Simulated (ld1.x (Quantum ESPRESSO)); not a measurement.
## Scattering properties, TM potential for Al (Z = 13)

Al, norm-conserving Troullier–Martins (Kleinman–Bylander form), made with ld1.x (Quantum ESPRESSO) 7.5 (LDA (PZ), scalar-relativistic). Core [Ne], reference 3s2 3p1. Waves: 3s (bound): rc 1.60 bohr; 3p (bound): rc 2.05 bohr. Local part: all-electron potential smoothed inside 2.00 bohr (lloc = -1). Core correction: Bessel-smoothed model core inside 1.25 bohr.

The phase is arctan(r·u′/u) with u = r·R(r), unwrapped; energies in Ry, scanned from -3 to 5 Ry. A pole is an energy at which the radial function vanishes at the test radius. The pseudo phase is shifted by a multiple of π to meet the all-electron one at the reference energy, and phase errors are pseudo minus all-electron; the curves can meet again beyond the range given. Levels narrower than the energy grid can be missing from the lists of poles.

Problem. For each channel, where are the poles, and over which energies does the pseudopotential scatter like the atom?

Solution.

```json
{"channel": "s", "radius (bohr)": "2.26", "reference energy (Ry)": "-0.58", "poles, all-electron": "1.70", "poles, pseudo": "1.44, 4.85", "unbroken range about the reference energy with phases within 0.05 rad": "below 1.8", "phase error 1 Ry above the reference energy (rad)": "-0.011"}
{"channel": "p", "radius (bohr)": "2.26", "reference energy (Ry)": "-0.20", "poles, all-electron": "2.54", "poles, pseudo": "2.27", "unbroken range about the reference energy with phases within 0.05 rad": "below 2.9", "phase error 1 Ry above the reference energy (rad)": "-0.016"}
```

Phases in the p channel:

```csv
E (Ry),all-electron,pseudo
-3.00,1.287,1.282
-2.52,1.254,1.249
-2.04,1.208,1.204
-1.56,1.139,1.135
-1.08,1.023,1.020
-0.60,0.791,0.789
-0.12,0.233,0.233
0.36,-0.659,-0.669
0.84,-1.147,-1.164
1.32,-1.356,-1.377
1.80,-1.468,-1.493
2.28,-1.540,-1.573
2.76,-1.594,-1.639
3.24,-1.641,-1.707
3.72,-1.685,-1.793
4.20,-1.734,-1.934
4.68,-1.794,-2.270
```
